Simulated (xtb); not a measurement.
In(Me)2(OH) (C2H7InO), SMILES [CH3][In]([CH3])[OH]. All values are semi-empirical tight-binding results from xtb (GFN2-xTB unless named), good for trends rather than for accurate numbers. Geometry optimised at GFN2-xTB. The structure was generated by enumeration; whether it is a known compound was not checked. Other conformers were not sampled.

The geometry has at least one imaginary mode, so it is a saddle point at that level.

For metal compounds this method's bond lengths and energies can be far off.

| Property | Result |
|---|---|
| orbital gap | 3.54 eV |
